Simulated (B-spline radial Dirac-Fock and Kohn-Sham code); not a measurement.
Z = 37 (rubidium), transition energy 879 keV. These are calculated numbers from a radial atomic solver; the model is a Dirac-Hartree-Slater potential of the neutral atom with a Latter tail (no hole, which puts coefficients of high multipoles low close above an edge), finite nucleus with surface currents. Subshells that would emit electrons below 1 keV are left out.

Q: A pure transition shows α(K) = 0.000598, L1/L2 = 64.5 and L1/L3 = 119. What is its multipolarity?
A. E1
B. E3
C. M1
D. M3
E. E4
F. M4
G. E2
H. M2

A: C. For comparison, α(K), L1/L2, L1/L3 are E1 0.000266, 89.4, 46.5; E2 0.000650, 36.4, 39.3; E3 0.00142, 16.6, 29.4; E4 0.00300, 9.14, 21.0; M2 0.00147, 38.7, 116; M3 0.00325, 25.7, 61.7; M4 0.00695, 18.4, 31.2.
